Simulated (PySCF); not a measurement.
## UHF on Be (beryllium, neutral)

Configuration: [He] 2p2, high-spin 3P determinant (an excited configuration). Computed with PySCF 2.14 in ANO-RCC-VTZP, with the spin-free X2C one-electron Hamiltonian (Gaussian nucleus).

| Quantity | Value |
| --- | --- |
| Total energy | -14.338361 hartree |
| One-electron energy | -18.6221 hartree |
| Hartree (Coulomb) energy | 6.9214 hartree |
| Exchange energy | -2.6376 hartree |
| ⟨S²⟩ | 2.0000 |
| ⟨L²⟩ | 2.000 |
| Sum of ⟨r⟩ | 6.725 bohr |
| Sum of ⟨r²⟩ | 21.82 bohr² |
| Traceless quadrupole moment −½Σ⟨3z² − r²⟩ along its main axis | 4.27 e·bohr² |
| Langevin diamagnetic susceptibility | -17.3 ×10⁻⁶ cm³/mol |

```
shell  electrons  mean orbital energy (hartree)  rms radius, mean of both spins (bohr)
 1s α          1                       -4.81105                                  0.484
 1s β          1                       -4.79943                                  0.484
 2p α          2                       -0.22206                                   3.27
```

Spin-orbit constants ζ (cm⁻¹) from the X2C one-electron operator on these orbitals: bare nucleus, nucleus screened by l(l+1)(2l+1)/3 electrons, and screened by the Breit-Pauli mean field of the electrons.

```json
{"shell": "2p", "bare": "6.688", "screened nucleus": "3.344", "mean field": "2.285"}
```

To first order the Landé constant is A = 1.143 cm⁻¹, so the lowest level has J = 0 and lies 0.000283 eV below the centre of the term. This holds in LS coupling only.
